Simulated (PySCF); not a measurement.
C6H4N2.
Atom-mapped SMILES: `[N:1]#[C:2][c:3]1[cH:4][cH:5][cH:6][cH:7][n:8]1` (hydrogens: H9 on C4; H10 on C5; H11 on C6; H12 on C7)

The calculation used PySCF 2.14.0, density-fitted response routines, TDDFT wB97X-D/def2-SVPD, vertical, gas phase, core orbitals frozen in the response. Geometry: PBE0-D3(BJ)/def2-SVP; no solvent, vibrations or thermal averaging.

Kohn–Sham orbitals with the atoms that hold most of them (Löwdin shares over 4%, at most four atoms; ? is withheld):

| orbital | ε (eV) | atoms |
| --- | --- | --- |
| LUMO+2 | 2.02 | C5 18%, C6 14%, H10 12%, C4 11% |
| LUMO+1 | 0.29 | C4 22%, C7 22%, C5 18%, N8 14% |
| LUMO | -0.35 | C3 18%, C6 17%, N8 16%, C5 12% |
| HOMO | -9.96 | ? |
| HOMO-1 | -10.26 | ? |
| HOMO-2 | -10.96 | C5 26%, N8 25%, C4 17%, C6 10% |
| HOMO-3 | -11.84 | N1 50%, C2 40% |

Problem. Give the leading atoms of the HOMO-1.

Solution. N8 (bonded to 2 C) 59%; C7 (bonded to C, N and H) 11%; C3 (bonded to 2 C and N) 10%; C6 (bonded to 2 C and H) 6%. By element: nitrogen 59% or more, carbon 26% or more.

Problem. Give the leading atoms of the HOMO.

Solution. C6 (bonded to 2 C and H) 18%; C3 (bonded to 2 C and N) 16%; C7 (bonded to C, N and H) 15%; C4 (bonded to 2 C and H) 15%.

Problem. The HOMO–LUMO gap is 9.61 eV. Where does the response calculation put the lowest singlet, and from which orbitals?

Solution. S1 is at 4.79 eV (f = 0.0017), 4.82 eV below the gap, made of HOMO-1→LUMO (96%). Its leading pair isn't HOMO and LUMO; the energies of that pair differ by 9.91 eV. Without the coupling terms of the response equations the lowest excitation would equal the gap.

Problem. Give energy, strength and leading configuration of S1 and S2, and follow the Löwdin shares of the leading atoms from the occupied to the empty orbital.

Solution. 
- S1 (4.79 eV, f 0.0017), HOMO-1→LUMO (96%): N8 59% → 16%, C7 11% → at most 13%, C3 10% → 18%, C6 6% → 17%
- S2 (5.36 eV, f 0.0021), HOMO-1→LUMO+1 (96%): N8 59% → 14%, C7 11% → 22%, C4 at most 6% → 22%

Löwdin shares depend on the basis, the more so with diffuse functions.
